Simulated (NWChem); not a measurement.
Program: NWChem. System: BFO, charge 0, spin multiplicity 1, displaced from the optimised geometry. Level: CR-CCSD(T)/cc-pVDZ, 3 core orbitals frozen, spin-restricted.

Output (cleaned and shortened):

```
             Northwest Computational Chemistry Package (NWChem) 7.3.0
             --------------------------------------------------------

                                NWChem Input Module
                                -------------------

 Scaling coordinates for geometry "geometry" by  1.889725989
 (inverse scale =  0.529177249)

                             Geometry "geometry" -> ""
                             -------------------------

 Output coordinates in angstroms (scale by  1.889725989 to convert to a.u.)

  No.       Tag          Charge          X              Y              Z
 ---- ---------------- ---------- -------------- -------------- --------------
    1 F                    9.0000     0.00000000     0.00000000    -1.32448500
    2 B                    5.0000     0.00000000     0.00000000     0.08651900
    3 O                    8.0000     0.00000000     0.00000000     1.29166400

 Effective nuclear repulsion energy (a.u.)      49.0042366871

            Nuclear Dipole moment (a.u.)
            ----------------------------
        X                 Y               Z
 ---------------- ---------------- ----------------
     0.0000000000     0.0000000000    -2.1816092853


 Summary of "ao basis" -> "" (spherical)
 ------------------------------------------------------------------------------
       Tag                 Description            Shells   Functions and Types
 ---------------- ------------------------------  ------  ---------------------
 *                          cc-pvdz                   on all atoms

 Summary of "ao basis" -> "ao basis" (spherical)
 ------------------------------------------------------------------------------
       Tag                 Description            Shells   Functions and Types
 ---------------- ------------------------------  ------  ---------------------
 F                          cc-pvdz                  6       14   3s2p1d
 B                          cc-pvdz                  6       14   3s2p1d
 O                          cc-pvdz                  6       14   3s2p1d

                                 NWChem SCF Module
                                 -----------------

  ao basis        = "ao basis"
  functions       =    42
  atoms           =     3
  closed shells   =    11
  open shells     =     0
  charge          =   0.00
  wavefunction    = RHF
  use symmetry    = F
  symmetry adapt  = F

 Summary of "ao basis" -> "ao basis" (spherical)
[...]
     1   0 0 1     -0.636472      0.000000     -2.181609

     2   2 0 0    -10.463452      0.000000      0.000000
     2   1 1 0      0.000000      0.000000      0.000000
     2   1 0 1     -0.000000      0.000000      0.000000
     2   0 2 0    -10.463452      0.000000      0.000000
     2   0 1 1      0.000000      0.000000      0.000000
     2   0 0 2    -15.495344      0.000000    104.178443

                   NWChem Extensible Many-Electron Theory Module
                   ---------------------------------------------


            General Information
            -------------------
      Number of processors :     1
         Wavefunction type : Restricted Hartree-Fock
          No. of electrons :    22
           Alpha electrons :    11
            Beta electrons :    11
           No. of orbitals :    84
            Alpha orbitals :    42
             Beta orbitals :    42
        Alpha frozen cores :     3
         Beta frozen cores :     3
     Alpha frozen virtuals :     0
      Beta frozen virtuals :     0
         Spin multiplicity : singlet
    Number of AO functions :    42
       Number of AO shells :    18
        Use of symmetry is : off
      Symmetry adaption is : off
         Schwarz screening : 0.10D-09

          Correlation Information
          -----------------------
          Calculation type : Coupled-cluster singles & doubles w/ perturbation
   Perturbative correction : Completely renormalized (T)
            Max iterations :      100
        Residual threshold : 0.10D-05
     T(0) DIIS level shift : 0.00D+00
     L(0) DIIS level shift : 0.00D+00
     T(1) DIIS level shift : 0.00D+00
     L(1) DIIS level shift : 0.00D+00
     T(R) DIIS level shift : 0.00D+00
     T(I) DIIS level shift : 0.00D+00
   CC-T/L Amplitude update :  5-th order DIIS
                I/O scheme : Global Array Library
        L-threshold :  0.10D-05
        EOM-threshold :  0.10D-05
 no EOMCCSD initial starts read in
 TCE RESTART OPTIONS
 SLICE:      F
 D4D5:       F
 quantumc:   F
 qrotation:  F
 pwtce:      F
 qducc:      F
 nacto:                         0
 nrotv:                         0
 nrot:                          0

            Memory Information
            ------------------
          Available GA space size is     249035036 doubles
          Available MA space size is     104855356 doubles

 Maximum block size supplied by input
 Maximum block size        24 doubles

 tile_dim =     16

 -------------------------------------------------

 Global array virtual files algorithm will be used

 Parallel file system coherency ......... OK

 4-electron integrals stored in orbital form

 v2    file size   =           637865
 4-index algorithm nr.  13 is used
 imaxsize =       30
 imaxsize ichop =        0


CCSD iterations
 ---------------------------------------------------------
 Iter          Residuum       Correlation     Cpu    Wall
 ---------------------------------------------------------
    1   0.1583655146778  -0.4519623989075     0.1     0.1
    2   0.0436144061974  -0.4440402267265     0.1     0.1
    3   0.0150747235393  -0.4523096964679     0.1     0.1
    4   0.0073032400139  -0.4526012685099     0.1     0.1
    5   0.0029564044385  -0.4535426924104     0.1     0.1
    6   0.0008568567507  -0.4537779188912     0.1     0.1
    7   0.0003307862507  -0.4538276063071     0.1     0.1
    8   0.0001480491781  -0.4538288736496     0.1     0.1
    9   0.0000749807352  -0.4538311427503     0.1     0.1
   10   0.0000363112573  -0.4538341073136     0.1     0.1
   11   0.0000070966823  -0.4538360562179     0.1     0.1
   12   0.0000031912003  -0.4538360212836     0.1     0.1
   13   0.0000012937965  -0.4538363398452     0.1     0.1
   14   0.0000008168125  -0.4538363336497     0.1     0.1
 -----------------------------------------------------------------
 Iterations converged
 CCSD correlation energy / hartree =        -0.453836333649669
 CCSD total energy / hartree       =      -199.523126440816554

 Singles contributions

 Doubles contributions
 CR-CCSD(T)

 CR-CCSD[T]  correction energy / hartree =        -0.011569043572729
 CR-CCSD[T] correlation energy / hartree =        -0.465405377222398
 CR-CCSD[T] total energy / hartree       =      -199.534695484389289
 CR-CCSD(T)  correction energy / hartree =        -0.009971250147857
 CR-CCSD(T) correlation energy / hartree =        -0.463807583797526
 CR-CCSD(T) total energy / hartree       =      -199.533097690964411

 Task  times  cpu:       11.3s     wall:       11.3s

 Total times  cpu:       11.3s     wall:       11.3s
```

Write an NWChem input that would produce this output.

One answer among several that fit: 
```
start mol
memory heap 100 mb stack 700 mb global 1900 mb
geometry units angstroms nocenter noautoz noautosym
  F      0.000000     0.000000    -1.324485
  B      0.000000     0.000000     0.086519
  O      0.000000     0.000000     1.291664
end
basis spherical
  * library cc-pvdz
end
scf
  rhf
  nopen 0
  maxiter 100
  thresh 1e-7
  semidirect memsize 60000000 filesize 0
end
tce
  freeze core 3
  cr-ccsd(t)
  2eorb
  2emet 13
  thresh 1e-6
  maxiter 100
  tilesize 24
end
task tce energy
```
